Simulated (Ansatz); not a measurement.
`C[Si](C)(F)Cl` + H₂Se → `C[Si](C)(F)[SeH]` + HCl at 700 K and 1 bar (ligand exchange at the Si–Cl bond).

Gas-phase electronic energies from Ansatz, PBE0-D4/def2-TZVP geometries. CCSD(T)/CBS is the MP2 limit (def2-TZVPP, def2-QZVPP) plus CCSD(T) − MP2 in def2-TZVPP, frozen cores. This one scheme is used for every species. For Se outer-core shells are correlated without core-valence functions, which leaves a few kJ/mol of doubt a bond. Scalar relativity is left out up to krypton. Each species was taken in one conformer, which may not be the lowest.

```
           species  CCSD(T)/CBS energy (Eh)  H − E (kJ/mol)  S (J/(mol·K))
   `C[Si](C)(F)Cl`               -928.52649           288.6          477.8
              H₂Se              -2401.89790            61.1          251.1
`C[Si](C)(F)[SeH]`              -2870.02560           315.1          523.9
               HCl               -460.38127            38.4          211.8
```

H − E and S are ideal-gas, rigid-rotor, harmonic terms from PBE0-D4/def2-TZVP, for one conformer and one mirror image of each species. 1 Eh = 2625.50 kJ/mol, R = 8.31446 J/(mol·K).

Question: By hand: ΔE, ΔH, ΔS and ΔG.

Answer: ΔE = (-2870.02560) + (-460.38127) − (-928.52649) − (-2401.89790) = 0.01752 Eh = 46.0 kJ/mol. Δ(H − E) = 315.1 + 38.4 − 288.6 − 61.1 = 3.8, so ΔH = 49.8 kJ/mol. ΔS = 523.9 + 211.8 − 477.8 − 251.1 = 6.8 J/(mol·K). ΔG = 49.8 − 700 × (6.8)/1000 = 45.0 kJ/mol.

Question: By hand: the equilibrium constant, and the temperature at which ΔG would vanish if ΔH and ΔS stayed fixed.

Answer: log₁₀ K = −ΔG/(RT ln 10) = -3.4. ΔG = 0 at ΔH/ΔS = 7324 K, far beyond where these terms or the molecules hold.

The number of gas molecules stays the same, so ΔS is small and ΔH decides. A doubt of 5 kJ/mol in ΔE shifts log₁₀ K by 0.4 here. Other conformers and mirror images would add mixing entropy, several J/(mol·K) or more a flexible species. These are equilibria of isolated gas molecules and say nothing of rates. Largest T1 diagnostic: 0.010 (customary marks: 0.02 for closed shells, 0.045 for open ones).
